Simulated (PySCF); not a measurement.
Job file and geometry (Å, from PBE0-D3(BJ)/def2-SVP) of an NMR shielding run on SMILES C[C@H](F)Cc1ccccc1, C$_{9}$H$_{11}$F, GIAO wB97X-D/pcSseg-1 NMR shielding, non-relativistic, gas phase in PySCF 2.14.0, density-fitted response routines; density fitting, a coarse starting grid and PySCF grid level 2 are the driver's defaults:

```
{"job": {"kind": "nmr", "xc": "wB97X-D", "basis": "pcSseg-1", "pop": false}, "charge": 0, "multiplicity": 1}
C     -2.549089    -0.407685     0.880463
C     -2.245460     0.643455    -0.159179
F     -3.422000     0.985971    -0.803843
C     -1.245875     0.204077    -1.223731
C      0.127902    -0.054472    -0.671338
C      0.581993    -1.357912    -0.442476
C      1.840267    -1.591443     0.109913
C      2.666404    -0.520848     0.446075
C      2.227252     0.783543     0.222325
C      0.970085     1.012025    -0.332049
H     -3.294009    -0.031489     1.596156
H     -2.953933    -1.312378     0.401002
H     -1.638796    -0.681321     1.433245
H     -1.868300     1.558911     0.333098
H     -1.209677     0.998831    -1.985665
H     -1.641519    -0.698547    -1.716073
H     -0.060828    -2.202723    -0.705639
H      2.177944    -2.617442     0.276244
H      3.653560    -0.702149     0.877936
H      2.870790     1.629372     0.476959
H      0.636957     2.038499    -0.512629
```

Q: Write the output of this run.

A: 
```
coarse grid: 17680 points
cycle   1  E = -449.0931383874  dE =  1.786e+00  |g| = 5.534e-01  |ddm| = 4.189e+00
cycle   2  E = -449.1056699561  dE = -1.253e-02  |g| = 5.901e-01  |ddm| = 9.411e-01
cycle   3  E = -449.1561278392  dE = -5.046e-02  |g| = 5.630e-02  |ddm| = 3.928e-01
cycle   4  E = -449.1566977977  dE = -5.700e-04  |g| = 2.668e-02  |ddm| = 7.554e-02
cycle   5  E = -449.1568662147  dE = -1.684e-04  |g| = 4.975e-03  |ddm| = 3.695e-02
cycle   6  E = -449.1568719326  dE = -5.718e-06  |g| = 2.141e-03  |ddm| = 6.616e-03
final grid: 171568 points
cycle   7  E = -449.2287688189  dE = -2.319e-04  |g| = 6.615e-03  |ddm| = 5.943e-02
cycle   8  E = -449.2287701318  dE = -1.313e-06  |g| = 6.971e-03  |ddm| = 1.350e-02
cycle   9  E = -449.2287779906  dE = -7.859e-06  |g| = 6.752e-04  |ddm| = 5.291e-03
cycle  10  E = -449.2287781048  dE = -1.142e-07  |g| = 2.998e-04  |ddm| = 1.596e-03
cycle  11  E = -449.2287781275  dE = -2.271e-08  |g| = 5.471e-05  |ddm| = 3.453e-04
cycle  12  E = -449.2287781285  dE = -9.932e-10  |g| = 2.545e-05  |ddm| = 1.303e-04
converged SCF energy = -449.2287781285

GIAO shielding tensors (ppm)
atom      isotropic    diamagn.    paramagn.     s11        s22        s33       span
  0 C      163.559     249.131     -85.572    153.112    156.046    181.519     28.407
  1 C       92.398     248.672    -156.274     57.717     69.032    150.444     92.727
  2 F      371.056     470.475     -99.419    346.937    370.377    395.854     48.917
  3 C      138.485     245.671    -107.186    123.468    133.963    158.026     34.559
  4 C       40.199     263.293    -223.094    -65.710      9.888    176.419    242.129
  5 C       47.373     252.926    -205.554    -62.019     44.062    160.075    222.094
  6 C       48.912     254.590    -205.678    -64.771     36.750    174.757    239.528
  7 C       51.047     254.861    -203.814    -60.898     37.074    176.966    237.864
  8 C       48.988     254.545    -205.556    -64.633     36.540    175.058    239.691
  9 C       48.932     253.143    -204.210    -60.178     40.644    166.331    226.510
 10 H       29.951      27.685       2.266     25.808     27.224     36.820     11.012
 11 H       30.346      29.744       0.601     26.929     28.717     35.392      8.463
 12 H       30.569      32.099      -1.531     25.036     32.279     34.391      9.356
 13 H       26.995      32.118      -5.123     23.768     27.673     29.544      5.776
 14 H       28.165      30.553      -2.388     24.433     27.742     32.321      7.888
 15 H       28.975      31.635      -2.660     25.749     28.845     32.330      6.581
 16 H       24.091      33.465      -9.374     20.655     22.731     28.887      8.231
 17 H       23.934      29.850      -5.916     20.551     24.318     26.932      6.381
 18 H       23.995      29.059      -5.064     20.710     24.814     26.463      5.753
 19 H       23.900      30.047      -6.146     20.492     24.364     26.845      6.354
 20 H       24.035      33.248      -9.213     20.174     22.747     29.184      9.010
```

Q: Turn these shieldings into chemical shifts. Scale: TMS for 13C (184.54 ppm) and 1H (31.38 ppm); 19F (187.16 ppm) against CFCl3 (reference shieldings calculated alike).

A: Averaging equivalent atoms: C 4: 144.3; C 5/9: 136.4; C 6/8: 135.6; C 7: 133.5; C 1: 92.1; C 3: 46.1; C 0: 21.0; F 2: -183.9; H 17/19: 7.46; H 18: 7.38; H 16/20: 7.32; H 13: 4.38; H 14: 3.21; H 15: 2.41; H 10/11/12: 1.09 ppm. Unscaled 19F shifts against computed CFCl3 carry errors that often reach 10 to 50 ppm.

Size and cost of the density-fitted run: 225 basis functions, 66 s wall time on 1 thread of an x86-64 server CPU, shared host.
